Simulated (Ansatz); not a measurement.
CH5FSSi2 can be A, `F[SiH]1[SiH2]CS1`, or B, `C[Si]1(F)[SiH2]S1`.

Program: Ansatz. Geometries: PBE0-D4/def2-TZVP. ΔE: electronic, gas phase. CCSD(T)/CBS is the MP2 limit (def2-TZVPP, def2-QZVPP) plus CCSD(T) − MP2 in def2-TZVPP, frozen cores. DFT in def2-TZVPP.

Which isomer does CCSD(T)/CBS put lower? Give the gap. (Estimate.)

Computed: B, by 80.1 kJ/mol.

Give E(B) − E(A) in kJ/mol with PBE-D4, MP2/def2-TZVPP, PBE0-D4, B2PLYP, CCSD(T)/def2-TZVPP, ωB97M-V, HF/def2-TZVPP. (Estimate.)

Computed: PBE-D4 -82.3, MP2/def2-TZVPP -84.0, PBE0-D4 -82.5, B2PLYP -82.1, CCSD(T)/def2-TZVPP -79.3, ωB97M-V -81.0, HF/def2-TZVPP -77.3. None reverses the order clearly.

Largest T1 diagnostic: 0.013.
